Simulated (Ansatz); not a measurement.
Single points on ZnMeH (CH4Zn).

```yaml
crystal:
  periodic: [false, false, false]
  atoms:
    - {symbol: Zn, position_ang: [-0.006829, 0.003758, -1.235160]}
    - {symbol: C, position_ang: [0.003829, -0.002029, 0.709500]}
    - {symbol: H, position_ang: [-0.447281, 0.918949, 1.107537]}
    - {symbol: H, position_ang: [1.031342, -0.071779, 1.096161]}
    - {symbol: H, position_ang: [-0.565971, -0.856969, 1.102636]}
    - {symbol: H, position_ang: [-0.015081, 0.008059, -2.780683]}
basis:
  gaussian: {orbitals: def2-TZVPP, initial_orbitals: start.molden}
correlation: {method: ccsd_t, frozen_orbitals: {C: 1, H: 0, Zn: 9}}
scf: {omitted_lower_state_checks: [starts]}
output: {orbitals: {seedname: orbitals}}
```

The file start.molden holds the orbitals of an earlier run on this structure, at another level or in another basis.

```sh
$ ansatz run in.yaml --threads 4 --pin off --events-out ev --progress --plain --max-ram 3916MiB
```

It prints (some lines left out):

```
Functional definition: HF
940 factors; integrals over basis functions are off by at most 1.1e-3 eV
mean field evaluation 1: about -49468.9485 eV, gradient 2.6e1 eV
mean field evaluation 2: about -49469.6495 eV, gradient 1.0e0 eV
mean field evaluation 4: about -49469.9092 eV, gradient 9.0e-3 eV
mean field evaluation 8: about -49469.9092 eV, gradient 3.0e-6 eV
mean field -49469.90920305 eV, -1817.9856313032 hartree, gradient 3.1e-6 eV, S^2 0.000000; 0 other end points of the search recorded, 0 dependent functions left out
10 core orbitals not correlated: weight in the atoms' cores, before any rotation towards them, 1.000 or more for the frozen orbitals, at most 0.000 for the correlated occupied ones
reference -49469.90920305 eV, -1817.9856313032 hartree; 10, 10 occupied and 131, 131 virtual orbitals, 940 factors
second order -19.23308667 eV of doubles, -0.00000000 eV of singles
cycle   1  -17.79305016 eV  change     1.4e0 eV  update   1.1e-1
cycle   2  -18.37746119 eV  change   -5.8e-1 eV  update   4.8e-2
cycle   3  -18.50864556 eV  change   -1.3e-1 eV  update   1.8e-2
cycle   4  -18.48091872 eV  change    2.8e-2 eV  update   5.4e-3
cycle   5  -18.47639329 eV  change    4.5e-3 eV  update   2.0e-3
cycle   6  -18.47818460 eV  change   -1.8e-3 eV  update   6.5e-4
cycle   7  -18.47805652 eV  change    1.3e-4 eV  update   2.3e-4
cycle   8  -18.47783595 eV  change    2.2e-4 eV  update   6.4e-5
cycle   9  -18.47787283 eV  change   -3.7e-5 eV  update   2.0e-5
cycle  10  -18.47789397 eV  change   -2.1e-5 eV  update   6.3e-6
perturbative correction -0.59684265 eV, -0.0219335629 hartree
Total energy: -49488.98393967 eV, -1818.6866149447 hartree
Checks for a lower state left out: starts
```

Run time 9.5 s (4 threads of Arm Neoverse V1 on a shared host), peak host memory 0.96 GiB.

As the first input, with `gaussian: {orbitals: def2-TZVP, initial_orbitals: start.molden}`, `correlation: {method: mp2, frozen_orbitals: {C: 1, H: 0, Zn: 9}}` (abridged; 0.45 s):

```
Functional definition: HF
mean field -49469.85893050 eV, -1817.9837838210 hartree, gradient 1.6e-6 eV, S^2 0.000000
10 core orbitals not correlated: weight in the atoms' cores, before any rotation towards them, 1.000 or more for the frozen orbitals, at most 0.000 for the correlated occupied ones
second order -16.65103707 eV of doubles, -0.00000000 eV of singles
Total energy: -49486.50996757 eV, -1818.5956981468 hartree
Checks for a lower state left out: starts
```

As the first input, with `gaussian: {orbitals: def2-TZVP, initial_orbitals: start.molden}`, `hamiltonian: {xc: hse06, dispersion: d4}` and without the key `correlation` (abridged; 0.85 s):

```
Functional definition: HSE06
mean field -49513.64773381 eV, -1819.5929926616 hartree, gradient 5.6e-5 eV, S^2 0.000000
Total energy: -49513.69890661 eV, -1819.5948732275 hartree
Checks for a lower state left out: starts
```

First input, but with `gaussian: {orbitals: STO-3G}`, `hamiltonian: {xc: hf}` and without the key `correlation` (abridged; 0.1 s):

```
Functional definition: HF
mean field evaluation 16: about -48895.2040 eV, gradient 2.2e-5 eV
mean field -48895.20394123 eV, -1796.8656024806 hartree, gradient 2.8e-5 eV, S^2 0.000000
Total energy: -48895.20394123 eV, -1796.8656024806 hartree
Checks for a lower state left out: starts
```

The first input with `gaussian: {orbitals: def2-TZVP, initial_orbitals: start.molden}`, `hamiltonian: {xc: pbe, dispersion: d4}` and without the key `correlation` (abridged; 0.65 s):

```
Functional definition: PBE
mean field -49513.05888829 eV, -1819.5713529880 hartree, gradient 1.1e-5 eV, S^2 0.000000
Total energy: -49513.12551941 eV, -1819.5738016363 hartree
Checks for a lower state left out: starts
```

First input, but with `gaussian: {orbitals: def2-SVP, initial_orbitals: start.molden}`, `hamiltonian: {xc: pbe, dispersion: d4}` and without the key `correlation` (abridged; 0.45 s):

```
Functional definition: PBE
mean field -49504.47879004 eV, -1819.2560401929 hartree, gradient 1.4e-5 eV, S^2 0.000000
Total energy: -49504.54542019 eV, -1819.2584888059 hartree
Checks for a lower state left out: starts
```

The first input with `gaussian: {orbitals: def2-TZVP, initial_orbitals: start.molden}`, `hamiltonian: {xc: pbe}`, `correlation: {method: rpa, frozen_orbitals: {C: 1, H: 0, Zn: 9}}` and without the key `output` (abridged; 1.1 s):

```
Functional definition: PBE
mean field -49513.05883825 eV, -1819.5713511491 hartree, gradient 2.8e-6 eV, S^2 0.000000
10 core orbitals not correlated: weight in the atoms' cores, before any rotation towards them, 1.000 or more for the frozen orbitals, at most 0.000 for the correlated occupied ones
Total energy: -49492.14297379 eV, -1818.8027073075 hartree
Checks for a lower state left out: starts
```

Geometry: PBE-D4/def2-TZVP.

HSE06 is defined as in plane-wave codes, on full-range PBE exchange. Correlated methods freeze 10 core orbitals.
